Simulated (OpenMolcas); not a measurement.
**Ag2+: moving the ligands**

Ag2+ with 6 ligands (fluoride) in trigonal prismatic coordination (D3h) at 2.25 Å, a polar angle of 50.6° against the regular 49.1°. A charge of +0.667 e stands 2.6 Å behind each ligand. Ligand basis ANO-RCC-VDZP.
```
Ag    0.0000    0.0000    0.0000
F     1.7380    0.0000    1.4290
F    -0.8690    1.5051    1.4290
F    -0.8690   -1.5051    1.4290
F     1.7380    0.0000   -1.4290
F    -0.8690    1.5051   -1.4290
F    -0.8690   -1.5051   -1.4290
```

```yaml
Program: OpenMolcas
Method: CASSCF
Basis: ANO-RCC-VDZP [6s5p3d1f]
Scalar_Hamiltonian: DKH2, point nucleus
Active_space: 9 electrons in 5 orbitals (4d)
State_averaging: 2S+1 = 2 even, 5 roots
Spin-orbit_coupling: RASSI with atomic mean-field integrals over the reference wave functions
```

Runs around this geometry, states (labels of D3, the rotations of D3h). Energies in cm-1 above the lowest state or level, χT in cm3 K/mol.

```tsv
R (Å)	Polar angle / regular	Ground state	First state of that spin	First gap with spin-orbit (degeneracies)	χT at 300 K
2.25	0.968	2E	2A1 4958	1194 (2, 2)	0.651
2.11	1.03	2E	2E 6767	1460 (2, 2)	0.574
2.25	1.03	2E	2E 4745	1256 (2, 2)	0.646
2.33	1.03	2E	2E 3920	1113 (2, 2)	0.696
```

Taking the first state of the same spin as R^-n, n = -ln(3920 / 6767) / ln(2.33 / 2.11) = 5.5 between the shortest and longest distance.

An orbital doublet at a regular site is open to a Jahn-Teller distortion, which this geometry leaves out. With metal d orbitals alone the field can be off either way by tens of per cent. Ligand-to-metal charge-transfer states are missing. No measured value stands beside these numbers; the geometry was imposed, not optimised, and the real ion may take another.
